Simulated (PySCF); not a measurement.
**Indirect couplings**

Geometry:
```
atom   x (Å)   y (Å)   z (Å)
  B1   1.965  -0.891   0.125
  N2   0.779   0.132   0.571
  C3  -0.363   0.316  -0.359
  C4  -1.202  -0.946  -0.413
  C5  -1.174   1.542   0.026
  H6   1.491  -2.018   0.091
  H7   2.822  -0.775   0.995
  H8   2.342  -0.493  -0.973
  H9   1.228   1.037   0.722
 H10   0.428  -0.155   1.487
 H11   0.103   0.475  -1.345
 H12  -0.590  -1.812  -0.694
 H13  -2.010  -0.829  -1.150
 H14  -1.669  -1.152   0.565
 H15  -1.987   1.708  -0.696
 H16  -0.554   2.453   0.041
 H17  -1.633   1.421   1.021
```

Method: B3LYP/pcJ-1 (spin–dipole term only in couplings to heteroatoms)//PBE0-D3(BJ)/def2-SVP, PySCF; isolated molecule, single conformer, non-relativistic. Couplings are averaged over pairs made equivalent by symmetry, fast rotation or ring inversion, so a value needn't be that of the named pair in this geometry, while other rotamers aren't included; one pair stands for each set, and the list holds those of at least 0.8 Hz over up to four bonds.

Isotopes: ¹³C, ¹H, ¹¹B, ¹⁵N.

| pair | bonds | J (Hz) |
| --- | --- | --- |
| B1, N2 | 1 | -3.5 |
| B1, H6 | 1 | ? |
| N2, C3 | 1 | -5.1 |
| N2, H9 | 1 | -70.2 |
| C3, C4 | 1 | ? |
| C3, H11 | 1 | 146.8 |
| C4, H12 | 1 | 133.6 |
| B1, H9 | 2 | -3.2 |
| N2, H6 | 2 | -2.0 |
| N2, H11 | 2 | ? |
| C3, H9 | 2 | -2.5 |
| C3, H12 | 2 | ? |
| C4, H11 | 2 | ? |
| H6, H7 | 2 | -9.4 |
| H9, H10 | 2 | -14.3 |
| H12, H13 | 2 | -14.3 |
| B1, C4 | 3 | 1.3 |
| B1, H11 | 3 | 1.7 |
| N2, H12 | 3 | ? |
| C3, H6 | 3 | 6.2 |
| C4, H9 | 3 | ? |
| C4, H15 | 3 | 5.3 |
| H6, H9 | 3 | 4.8 |
| H9, H11 | 3 | ? |
| H11, H12 | 3 | 7.3 |

Problem. Estimate the withheld couplings, with signs.

Solution. 
- ¹J(B1,H6) = 109.5 Hz (bond length 1.224 Å)
- ¹J(C3,C4) = 38.0 Hz (bond length 1.517 Å)
- ²J(N2,H11) = -1.6 Hz (angle at C3 105°)
- ²J(C3,H12) = -3.4 Hz (mean over equivalent pairs that range from -5.0 to -0.7 Hz in this conformer)
- ²J(C4,H11) = -2.1 Hz (mean over equivalent pairs that range from -3.0 to -1.2 Hz in this conformer)
- ³J(N2,H12) = -2.9 Hz (mean over equivalent pairs that range from -7.2 to -1.0 Hz in this conformer)
- ³J(C4,H9) = 3.3 Hz (mean over equivalent pairs that range from 0.7 to 7.1 Hz in this conformer)
- ³J(H9,H11) = 7.9 Hz (mean over equivalent pairs that range from 1.3 to 14.5 Hz in this conformer)
